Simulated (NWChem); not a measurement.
CH5ClOSi2; SMILES Cl[Si@@H]([SiH3])C=O

```xyz
10

O      1.9678     1.8032    -0.0087
C      1.7157     0.6529     0.2456
Si     0.1235    -0.1468    -0.5065
Si    -1.7679     1.0740     0.1510
Cl    -0.0353    -2.1020     0.1891
H      2.3867     0.0437     0.9130
H      0.3000    -0.1782    -1.9875
H     -1.6490     2.4783    -0.3415
H     -1.8500     1.0646     1.6419
H     -2.9903     0.4357    -0.4215
```
Atoms are numbered in this order, from 1.

All runs: NWChem. Pople sets run with spherical d functions. The geometry was optimised at PBE0/def2-SVP. Level: PBE/6-31G* with SMD (1 M gas to 1 M solution), gas-phase geometry. Reactions with the solvent are ignored.

Q: Order these by “dipole in solution (D)”, lowest first: tetrahydrofuran; water; 2-propanol.

A: tetrahydrofuran (0.52), 2-propanol (0.58), water (0.63)
